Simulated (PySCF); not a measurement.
## A scan of LiSe with bad points

BP86; PySCF, no relativity, basis sets Li def2-SVP, Se def2-SVP; doublet, unpaired electrons π ↑ requested.

| R (Å) | E (eV) | ⟨S²⟩ | ⟨Lz²⟩ | μ (D) |
| --- | --- | --- | --- | --- |
| 1.955 | 0.499 | 0.75 | 1.01 | -5.64 |
| 2.046 | 0.231 | 0.75 | 1.01 | -5.90 |
| 2.137 | 0.079 | 0.75 | 1.01 | -6.17 |
| 2.205 | 0.021 | 0.75 | 1.01 | -6.37 |
| 2.273 | 0.000 | 0.75 | 1.01 | -6.57 |
| 2.341 | 0.009 | 0.75 | 1.01 | -6.77 |
| 2.432 | 18.238 | 1.78 | 4.92 | -6.82 |
| 2.546 | 0.152 | 0.75 | 1.01 | -7.37 |
| 2.682 | 0.307 | 0.75 | 1.01 | -7.76 |
| 2.864 | 0.546 | 0.75 | 1.01 | -8.25 |

The run flagged 2.432 Å: there the SCF either missed its threshold or ended in another occupation than the one requested, so the fit leaves that out.
